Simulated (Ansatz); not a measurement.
A run for Ansatz (a program for electronic structure): R-r2SCAN/def2-TZVPP on CH4OSi (SMILES C[Si]O), a point of a torsion scan.

Ansatz 0.2 input:
```yaml
crystal:
  periodic: [false, false, false]
  atoms:
    - {symbol: C, position_ang: [0.87153449, -0.05444290, 0.04611621]}
    - {symbol: Si, position_ang: [-0.56326909, 1.20550865, -0.19367025]}
    - {symbol: O, position_ang: [-1.63019772, 0.77881302, 0.95850428]}
    - {symbol: H, position_ang: [0.62618300, -1.01235425, -0.41652856]}
    - {symbol: H, position_ang: [1.79140629, 0.29206119, -0.42068930]}
    - {symbol: H, position_ang: [1.09273440, -0.24615223, 1.09929052]}
    - {symbol: H, position_ang: [-1.53897429, 0.06407166, 1.59317675]}
basis:
  gaussian:
    orbitals: def2-TZVPP
hamiltonian:
  xc: {name: r2SCAN}
scf: {lower_state_search: off}
```

Output:

```
WARN ansatz: RAYON_NUM_THREADS=1 ignored (pool sized by the plan → 1); use --threads N
Functional definition: r2SCAN
these checks for a lower state are left out or cut short: stability, starts, cluster_reference, orbital_swaps, neighbouring_geometries, increment
integrals: 0.06 GiB planned
855 factors; their error is unknown
mean field: 0.51 GiB planned
mean field evaluation 1: about -11014.0681 eV, gradient 7.9e1 eV
mean field evaluation 2: about -10981.0199 eV, gradient 1.4e2 eV
mean field evaluation 4: about -11025.8254 eV, gradient 1.1e1 eV
mean field evaluation 8: about -11026.0918 eV, gradient 1.5e-1 eV
mean field evaluation 16: about -11026.0673 eV, gradient 3.1e-4 eV
mean field -11026.06728047 eV, -405.2004988203 hartree, gradient 2.8e-6 eV, S^2 0.000000; 0 other end points of the search recorded, 0 dependent functions left out
reference -11026.06729039 eV, -405.2004991849 hartree; 16, 16 occupied and 144, 144 virtual orbitals, 855 factors
Total energy: -11026.06729039 eV, -405.2004991849 hartree
Checks for a lower state left out: stability, starts, cluster_reference, orbital_swaps, neighbouring_geometries, increment
```

Self-consistency was reached.

Cost: very roughly 2.7 core-seconds.
